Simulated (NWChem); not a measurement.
Program: NWChem. System: germanium monoxide (GeO), charge 0, spin multiplicity 1, at a geometry optimised with PBE/def2-SVP. Level: CR-CCSD(T)/def2-TZVP, 10 core orbitals frozen.

Output (cleaned and shortened):

```
             Northwest Computational Chemistry Package (NWChem) 7.3.0
             --------------------------------------------------------

                                NWChem Input Module
                                -------------------

 Scaling coordinates for geometry "geometry" by  1.889725989
 (inverse scale =  0.529177249)

 Turning off AUTOSYM since
 SYMMETRY directive was detected!

                             Geometry "geometry" -> ""
                             -------------------------

 Output coordinates in angstroms (scale by  1.889725989 to convert to a.u.)

  No.       Tag          Charge          X              Y              Z
 ---- ---------------- ---------- -------------- -------------- --------------
    1 Ge                  32.0000     0.00000000     0.00000000     0.32972200
    2 O                    8.0000     0.00000000     0.00000000    -1.31888800

 Effective nuclear repulsion energy (a.u.)      82.1718755460

            Nuclear Dipole moment (a.u.)
            ----------------------------
        X                 Y               Z
 ---------------- ---------------- ----------------
     0.0000000000     0.0000000000     0.0000000000

      Symmetry information
      --------------------

 Group name             C2v
 Group number             16
 Group order               4
 No. of unique centers     2

      Symmetry unique atoms

     1    2


 Summary of "ao basis" -> "" (spherical)
 ------------------------------------------------------------------------------
       Tag                 Description            Shells   Functions and Types
 ---------------- ------------------------------  ------  ---------------------
 *                         def2-tzvp                  on all atoms

 Summary of "ao basis" -> "ao basis" (spherical)
 ------------------------------------------------------------------------------
       Tag                 Description            Shells   Functions and Types
 ---------------- ------------------------------  ------  ---------------------
 Ge                        def2-tzvp                16       48   6s5p4d1f
 O                         def2-tzvp                11       31   5s3p2d1f

                                 NWChem SCF Module
                                 -----------------

  ao basis        = "ao basis"
  functions       =    79
  atoms           =     2
  closed shells   =    20
  open shells     =     0
  charge          =   0.00
[...]
     2   0 2 0    -14.911420      0.000000      0.000000
     2   0 1 1     -0.000000      0.000000      0.000000
     2   0 0 2    -21.132277      0.000000     62.117434

                   NWChem Extensible Many-Electron Theory Module
                   ---------------------------------------------


            General Information
            -------------------
      Number of processors :     1
         Wavefunction type : Restricted Hartree-Fock
          No. of electrons :    40
           Alpha electrons :    20
            Beta electrons :    20
           No. of orbitals :   158
            Alpha orbitals :    79
             Beta orbitals :    79
        Alpha frozen cores :    10
         Beta frozen cores :    10
     Alpha frozen virtuals :     0
      Beta frozen virtuals :     0
         Spin multiplicity : singlet
    Number of AO functions :    79
       Number of AO shells :    27
        Use of symmetry is : on
      Symmetry adaption is : on
         Schwarz screening : 0.10D-09

          Correlation Information
          -----------------------
          Calculation type : Coupled-cluster singles & doubles w/ perturbation
   Perturbative correction : Completely renormalized (T)
            Max iterations :      100
        Residual threshold : 0.10D-05
     T(0) DIIS level shift : 0.00D+00
     L(0) DIIS level shift : 0.00D+00
     T(1) DIIS level shift : 0.00D+00
     L(1) DIIS level shift : 0.00D+00
     T(R) DIIS level shift : 0.00D+00
     T(I) DIIS level shift : 0.00D+00
   CC-T/L Amplitude update :  5-th order DIIS
                I/O scheme : Global Array Library
        L-threshold :  0.10D-05
        EOM-threshold :  0.10D-05
 no EOMCCSD initial starts read in
 TCE RESTART OPTIONS
 SLICE:      F
 D4D5:       F
 quantumc:   F
 qrotation:  F
 pwtce:      F
 qducc:      F
 nacto:                         0
 nrotv:                         0
 nrot:                          0

            Memory Information
            ------------------
          Available GA space size is     249030559 doubles
          Available MA space size is     104848796 doubles

 Maximum block size supplied by input
 Maximum block size        24 doubles

 tile_dim =     24

 -------------------------------------------------

 Global array virtual files algorithm will be used

 Parallel file system coherency ......... OK

 4-electron integrals stored in orbital form

 v2    file size   =          1609981
 4-index algorithm nr.  13 is used
 imaxsize =       30
 imaxsize ichop =        0


CCSD iterations
 ---------------------------------------------------------
 Iter          Residuum       Correlation     Cpu    Wall
 ---------------------------------------------------------
    1   0.2072736350717  -0.4773564226153     0.3     0.3
    2   0.0543044140397  -0.4486241749712     0.3     0.3
    3   0.0217427282135  -0.4657395316938     0.3     0.3
    4   0.0166583085247  -0.4613181335534     0.2     0.2
    5   0.0100581336074  -0.4651692802244     0.2     0.2
    6   0.0023045948913  -0.4643783489620     0.3     0.3
    7   0.0014913072768  -0.4642406067401     0.3     0.3
    8   0.0006569330008  -0.4643329302296     0.3     0.3
    9   0.0006639113242  -0.4642823051222     0.4     0.4
   10   0.0002953667861  -0.4643548438896     0.2     0.2
   11   0.0000708284697  -0.4643585868330     0.2     0.2
   12   0.0000272545358  -0.4643504667187     0.2     0.2
   13   0.0000168160865  -0.4643525529291     0.2     0.2
   14   0.0000082068651  -0.4643512512902     0.3     0.3
   15   0.0000053802387  -0.4643519246257     0.4     0.4
   16   0.0000018592024  -0.4643516554869     0.3     0.3
   17   0.0000014464436  -0.4643514868716     0.2     0.2
   18   0.0000006650335  -0.4643516154059     0.3     0.3
 -----------------------------------------------------------------
 Iterations converged
 CCSD correlation energy / hartree =        -0.464351615405935
 CCSD total energy / hartree       =     -2150.714289126447056

 Singles contributions

 Doubles contributions
 CR-CCSD(T)

 CR-CCSD[T]  correction energy / hartree =        -0.022943609818354
 CR-CCSD[T] correlation energy / hartree =        -0.487295225224289
 CR-CCSD[T] total energy / hartree       =     -2150.737232736265469
 CR-CCSD(T)  correction energy / hartree =        -0.019381016216872
 CR-CCSD(T) correlation energy / hartree =        -0.483732631622807
 CR-CCSD(T) total energy / hartree       =     -2150.733670142663868

 Task  times  cpu:       21.4s     wall:       21.4s

 Total times  cpu:       21.5s     wall:       21.5s
```

### Question
Write an NWChem input that would produce this output.

### Answer
One answer among several that fit: 
```
start mol
memory heap 100 mb stack 700 mb global 1900 mb
geometry units angstroms nocenter noautoz
  Ge     0.000000     0.000000     0.329722
  O      0.000000     0.000000    -1.318888
  symmetry group C2v
end
basis spherical
  * library def2-tzvp
end
scf
  rhf
  nopen 0
  maxiter 100
  thresh 1e-7
  semidirect memsize 60000000 filesize 0
end
tce
  freeze core 10
  cr-ccsd(t)
  2eorb
  2emet 13
  thresh 1e-6
  maxiter 100
  tilesize 24
end
task tce energy
```
